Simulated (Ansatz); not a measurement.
Harmonic frequencies (cm⁻¹) at PBE0-D4/def2-TZVP from Ansatz: 82, 84, 134, 144, 159, 303, 332, 376, 452, 480, 586, 664, 725, 754, 782, 834, 879, 880, 895, 1280, 1446, 1449, 2148, 2160, 2169, 2233, 2324, 3057, 3145, 3150.

Task: Which molecule is it?
A. `[GeH3][NH]C1=C[SiH2]1`
B. `C[SiH]([GeH3])C#N`
C. `CBC[SeH]`
D. `C/C=[C](\N)[AlH2]`

Result: B.
